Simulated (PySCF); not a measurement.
# Polarisability and C₆ of Nb³⁺ (niobium, charge +3)

[Kr] 4d2, high-spin 3F determinant. Calculation: PySCF 2.14, in aug-cc-pVTZ-PP with one added diffuse shell each of s, p, d, f, g type with ECP28MDF (7s7p6d4f3g, 113 functions); scalar relativity through the core potential. Coupled (time-dependent) response in atomic units; α is the mean over directions.

```tsv
method	mean α (bohr³)	α xx, yy, zz	C₆ (like pair)	S(−4)
MN15	6.210	6.210, 6.210, 6.210	26.35	14.39
r2SCANh	5.954	5.952, 5.952, 5.960	26.05	11.70
```

S(−4) is the Cauchy moment in α(ω) = α(0) + S(−4) ω² + …

Spin-orbit coupling is absent.

α(iu) at MN15:

```
u (hartree)  α(iu) (bohr³)
          0          6.210
     0.0500          6.175
      0.100          6.073
      0.200          5.724
      0.300          5.284
      0.500          4.425
      0.750          3.556
       1.00          2.887
       1.50          1.957
       2.00          1.377
       3.00         0.7582
       5.00         0.3152
```

A single London oscillator, α(iu) = α/(1 + u²/ω²), gives C₆ = (3/4) ω α². Matching the computed C₆ needs ω = 4 × 26.35 / (3 × 6.210²) = 0.911 hartree.

For an ion, C₆ is the dispersion term alone; charge-induced terms of lower order in 1/R come first.

The components differ because the open shell of this determinant is not spherical; for a pure term their mean is the scalar polarisability.

Energies and moments cover only the electrons outside the core potential.
